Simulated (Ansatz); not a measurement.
`[NH2][GeH2][SiH2]F` + `N[SiH](O)Cl` → `[NH2][GeH2][O][SiH](N)Cl` + `F[SiH3]`  (cleavage of the Ge–Si bond)

Program: Ansatz. Geometries: PBE0-D4/def2-TZVP. ΔE: electronic, gas phase. CCSD(T)/CBS is the MP2 limit (def2-TZVPP, def2-QZVPP) plus CCSD(T) − MP2 in def2-TZVPP, frozen cores. This one scheme is used for every species. Functionals use def2-TZVPP. B3LYP here is the variant with VWN-RPA as its local correlation; programs differ in this. For Ge outer-core shells are correlated without core-valence functions, which leaves a few kJ/mol of doubt a bond. Scalar relativity is left out up to krypton. Each species was taken in one conformer, which may not be the lowest.

| level | ΔE (kJ/mol) | difference from CCSD(T)/CBS |
| --- | --- | --- |
| PBE-D4 | -43.5 | 18.8 |
| r2SCAN-D4 | -57.5 | 4.8 |
| PBE0-D4 | -49.2 | 13.1 |
| B3LYP-D4 | -61.9 | 0.4 |
| ωB97X-V | -63.8 | -1.5 |
| r2SCAN | -55.5 | 6.8 |
| PBE0 | -43.7 | 18.6 |
| B3LYP | -52.7 | 9.6 |
| HF/CBS(def2) | -78.6 | -16.3 |
| MP2/CBS(def2) | -67.6 | -5.3 |
| CCSD(T)/CBS | -62.3 | 0 |

Largest T1 diagnostic among the species: 0.011.

From PBE to PBE0 (25 % exact exchange), in def2-TZVPP and without D4, ΔE moves by −6.0 kJ/mol. In def2-TZVPP, CCSD(T) changes the Hartree–Fock value by +9.7 kJ/mol (the triples alone add −0.5 kJ/mol) and MP2 by +4.4 kJ/mol. The D4 term adds −9.2 kJ/mol with B3LYP and −5.5 kJ/mol with PBE0; it sums over pairs of atoms, weighted by their polarisabilities, and B3LYP, whose exchange is more repulsive, gets the larger term.
